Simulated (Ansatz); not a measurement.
Two isomers of CH3FGaI: A = `[CH3][Ga]([F])[I]`, B = `F[CH2][GaH][I]`.

Calculated with Ansatz (gas phase, PBE0-D4/def2-TZVP geometries, no zero-point term in ΔE). CBS: MP2 limit from def2 TZ/QZ plus the TZ coupled-cluster correction, frozen cores. DFT in def2-TZVPP. B3LYP here is the variant with VWN-RPA as its local correlation; programs differ in this. Elements past krypton have def2 core potentials. For Ga, I outer-core shells are correlated without core-valence functions, which leaves a few kJ/mol of doubt a bond. Scalar relativity is left out up to krypton. One conformer a species, not always the lowest.

(1) Which isomer does CCSD(T)/CBS put lower? Give the gap. (An estimate is asked.)

(2) Give E(B) − E(A) in kJ/mol with CCSD/def2-TZVPP, B3LYP, r2SCAN-D4, PBE0-D4, MP2/def2-TZVPP, CCSD(T)/def2-TZVPP, BLYP-D4. (An estimate is asked.)

(3) Does the order hold for the free energy at 298.15 K (harmonic terms from PBE0-D4)? (Estimate.)

Largest T1 diagnostic: 0.011.

Answers

(1) Computed: A, by 214.1 kJ/mol.

(2) Ansatz gave: CCSD/def2-TZVPP 213.4, B3LYP 204.9, r2SCAN-D4 211.2, PBE0-D4 203.8, MP2/def2-TZVPP 226.6, CCSD(T)/def2-TZVPP 214.3, BLYP-D4 201.8. None reverses the order clearly.

(3) Ansatz gave: Yes: G(B) − G(A) = +212.3 kJ/mol, for one conformer each. Modes under 60 cm⁻¹, often nearly free rotors, make the harmonic entropy too high.

From BLYP to BHLYP (50 % exact exchange), in def2-TZVPP and without D4, E(B) − E(A) moves by +6.5 kJ/mol. Leaving LDA and LC-ωPBE aside and taking each functional with its dispersion term where it has one, the values, not all of them listed here, spread over 16.0 kJ/mol, from revPBE-D4 to PBE-QIDH. LDA lies −4.4 kJ/mol from PBE without D4.
